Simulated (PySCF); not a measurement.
## How methods differ on the ionisation energy of Nd(23+)

Nd(23+) [Kr] 4d1 (2D) → Nd(24+) [Kr] (1S), as a difference of total energies. All numbers are calculated (PySCF 2.14, scalar relativity by spin-free X2C-1e, in an even-tempered Gaussian basis (20 s from 1.4 bohr⁻², ratio 2.5; 14 p from 1.8 bohr⁻², ratio 2.5; 9 d from 1.8 bohr⁻², ratio 2.5; 4 f from 7.4 bohr⁻², ratio 2.7; 4 g from 11 bohr⁻², ratio 2.7)). Correlated levels: outer shells: [Ar] 3d10 frozen; virtual orbitals above 40 to 60 times the deepest correlated orbital energy dropped. The calculations carry no spin-orbit coupling.

```json
{"method": "UHF", "ionisation energy (eV)": "711.23"}
{"method": "B2PLYP", "ionisation energy (eV)": "712.64"}
{"method": "BP86", "ionisation energy (eV)": "713.49"}
{"method": "MP2 (outer shells)", "ionisation energy (eV)": "711.65"}
{"method": "SCS-MP2 (outer shells)", "ionisation energy (eV)": "711.63"}
```

**Question.** How much does correlation contribute at MP2 (outer shells)?

**Answer.** 711.65 − (711.23) = 0.42 eV, measured against UHF.

Breit and QED terms and the two-electron picture change are absent.

The reference lies between the lowest fine-structure levels, while these numbers refer to the centres of the terms.

For comparison: 714 ± 4 eV (theoretical estimate listed by NIST; NIST Atomic Spectra Database, ionization energies).
